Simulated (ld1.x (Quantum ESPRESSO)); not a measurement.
Building the TM potential for Cd (Z = 48) (PBE, fully relativistic).

```
Element                 : cadmium
Generator               : ld1.x (Quantum ESPRESSO) 7.5
Type                    : norm-conserving Troullier–Martins (Kleinman–Bylander form)
Functional              : PBE
Relativity              : fully relativistic
Frozen core             : [Ar] 3d10 4s2
Valence charge          : 18
Reference configuration : 4p6 4d10 5s2 5p0
Partial waves           : 4p (bound): rc 1.60 bohr; 4d (bound): rc 1.55 bohr; 5s (bound): rc 1.90 bohr
Local potential         : the s channel
Core correction         : a·sin(br)/r model core, default radius (core density twice the valence density)
```

Open shells are filled in proportion to 2j + 1 (rel_dist='average').

(1) Estimate the cutoffs (Ry, on a coarse ladder) from which the occupation-weighted sum of valence levels, in a spherical-Bessel basis at the reference potential, stays within 10 and 1 mRy of its value at 400 Ry.

(2) What does a ghost test show?

(3) Which valence shell sets the plane-wave cutoff?

(4) Tests: 4p6 4d10 5s1 5p0; 4p6 4d10 5s0 5p0; 4p6 4d9 5s0 5p0; 4p6 4d10 5s0 5p2; 4p6 4d8 5s0 5p0; 4p6 4d10 5s0 5p1; 4p6 4d10 5s1 5p1. Which has the largest error in its energy relative to the reference configuration, and how large is it?

## Answers

(1) 80 Ry and 120 Ry.

(2) No extra level below or beside the all-electron valence levels (p1/2, p3/2, d3/2, d5/2, s, f tested).

(3) 4d: its level needs 80 Ry to come within 1 mRy, against 45 Ry for 4p.

(4) 4p6 4d10 5s0 5p2, with -1575 meV (all-electron minus pseudo) on +9.66 eV.
